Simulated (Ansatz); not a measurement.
Start from `CCCC(=O)N(C)C` and change one atom or group to get `CCCC=O`.

Ansatz, PBE0-D4/def2-TZVP geometries, multiplicity 1. Each molecule was computed in one conformer, which needn't be the lowest.

```tsv
property	`CCCC(=O)N(C)C`
LUMO energy (ωB97M-V/def2-TZVPP) / eV	2.29
HOMO–LUMO gap (ωB97M-V/def2-TZVPP) / eV	11.41
LUMO energy (PBE0/def2-TZVPP) / eV	0.87
size of the dipole moment (PBE/def2-TZVPP) / D	3.40
LUMO energy (PBE/def2-TZVPP) / eV	-0.20
size of the dipole moment (B3LYP/def2-TZVPP) / D	3.52
```

Problem. What does the change do to each property? (Best estimate.)

Solution. Computed: 
| property | `CCCC=O` | shift |
| --- | --- | --- |
| LUMO energy (ωB97M-V/def2-TZVPP) / eV | 1.78 | -0.51 |
| HOMO–LUMO gap (ωB97M-V/def2-TZVPP) / eV | 11.58 | 0.17 |
| LUMO energy (PBE0/def2-TZVPP) / eV | -0.55 | -1.42 |
| size of the dipole moment (PBE/def2-TZVPP) / D | 2.51 | -0.89 |
| LUMO energy (PBE/def2-TZVPP) / eV | -1.77 | -1.57 |
| size of the dipole moment (B3LYP/def2-TZVPP) / D | 2.64 | -0.88 |

With PBE0 the HOMO falls by 0.52 eV and the LUMO falls by 1.42 eV, so the gap narrows by about 0.90 eV. PBE moves the HOMO by -0.29 eV and ωB97M-V by -0.67 eV. Dipoles are sizes alone; their direction can turn.

Positive LUMOs are unbound, so they and the gaps depend on the basis.

B3LYP here is the variant with VWN-RPA as its local correlation; programs differ in this.
